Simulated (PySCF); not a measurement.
GeH2F2, SMILES [GeH2]([F])[F].

The structure is a stationary point at ωB97X-D3(BJ)/def2-TZVP.

The numbers are results of TDA-PBE0/def2-SVPD run with PySCF 2.14.0, not measurements.

Vertical excitations. Isolated molecule, no solvent. State labels are in the subgroup C2v.

**Question.** Estimate the UV-visible absorptions. (An estimate is asked for; the answer gives what the named calculation found.)

**Answer.** 
```
state  symmetry  energy (eV)  λ (nm)      f                            main pairs
-----  --------  -----------  ------  -----  ------------------------------------
S1           A2         8.26     150  0.000                        HOMO→LUMO 99 %
S2           B2         8.52     146  0.000                      HOMO→LUMO+1 97 %
S3           B2         9.34     133  0.282                      HOMO→LUMO+2 91 %
S4           B1         9.62     129  0.004  HOMO−1→LUMO 48 %, HOMO−2→LUMO+1 47 %
S5           A1         9.74     127  0.017                      HOMO−2→LUMO 90 %
S6           A1         9.94     125  0.096                    HOMO−1→LUMO+1 91 %
S7           B2         9.94     125  0.018                      HOMO−3→LUMO 97 %
S8           A2        10.00     124  0.000                    HOMO−3→LUMO+1 95 %
S9           B1        10.43     119  0.125  HOMO−1→LUMO 43 %, HOMO−2→LUMO+1 43 %
S10          B1        10.46     118  0.000                    HOMO−2→LUMO+2 96 %
T1           A2         7.72     161      0                        HOMO→LUMO 97 %
T2           B2         7.79     159      0    HOMO→LUMO+2 55 %, HOMO→LUMO+1 34 %
T3           B2         8.05     154      0    HOMO→LUMO+1 62 %, HOMO→LUMO+2 30 %
T4           B1         8.99     138      0  HOMO−1→LUMO 81 %, HOMO−2→LUMO+1 12 %
```
Triplets are in the Tamm–Dancoff approximation.
